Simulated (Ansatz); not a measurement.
Species: InF (charge 0, triplet). This is an excited triplet: at this geometry the singlet lies 3.48 eV lower at CCSD(T)/CBS(def2-TZVPPD,def2-QZVPPD). 
Coordinates optimised at B3LYP-D3(BJ)/def2-TZVP (Ansatz, a program for electronic structure):
```
In
F 1 1.9847
```
Charge 0, spin multiplicity 3.

Basis-set convergence of Hartree-Fock and CCSD correlation energies (hartree) with Ansatz. Valence correlation only, unless marked. Open shells are spin-unrestricted. No spin-orbit coupling. Frozen are the shells of the preceding noble gas and the d and f shells that filled before the atom's block. In def2 rows, elements after Kr have scalar-relativistic effective core potentials.

```json
[
 {"basis": "def2-SVPD", "functions": "55", "E(HF)": "-288.53049", "E(corr, CCSD)": "-0.22982"},
 {"basis": "def2-TZVPPD", "functions": "96", "E(HF)": "-288.65514", "E(corr, CCSD)": "-0.28861"},
 {"basis": "def2-QZVPPD", "functions": "154", "E(HF)": "-288.66063", "E(corr, CCSD)": "-0.31155"}
]
```

Extrapolating the two largest sets (X = 3 and 4) as X^-3: E(corr) = (64·(-0.31155) - 27·(-0.28861))/37 = -0.3283 Eh, an estimate of the basis-set limit. The largest set recovers 94.9 % of it, the smallest 70.0 %.
